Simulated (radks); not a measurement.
All-electron atom: the oxygen ion O2+ in [He] 2s2 3s2 (not the ground configuration).

All-electron calculation, non-relativistic Kohn-Sham, RPBE, spin-polarised, spherical densities, point nucleus. Program: a radial shooting solver on a logarithmic mesh with Libxc functionals.

Energy parts (Ry):
| part | energy |
|---|---|
| total | -141.04662 |
| kinetic | 140.79859 |
| electron-nucleus | -311.00863 |
| Hartree | 42.33119 |
| exchange-correlation | -13.16777 |

Orbitals (lengths in bohr, moments of r in powers of bohr; <r^-3> diverges for s and p1/2):
orbital	occ.	eigenvalue (Ry)	<r^2>	<r^-3>
1s	2	-43.70146	0.05326	-
2s	2	-5.85257	1.047	-
3s	2	-1.55223	7.984	-

The highest occupied level is 3s at -21.119 eV. Virial ratio -V/T = 2.00176. The electron density at the nucleus is 326.3 e/bohr^3. Summed over all electrons, <r^2> = 18.17 bohr^2, which gives a Langevin (diamagnetic) susceptibility term of -14.4 x 10^-6 cm^3/mol. The density falls to 0.001 e/bohr^3 at r = 4.11 bohr.
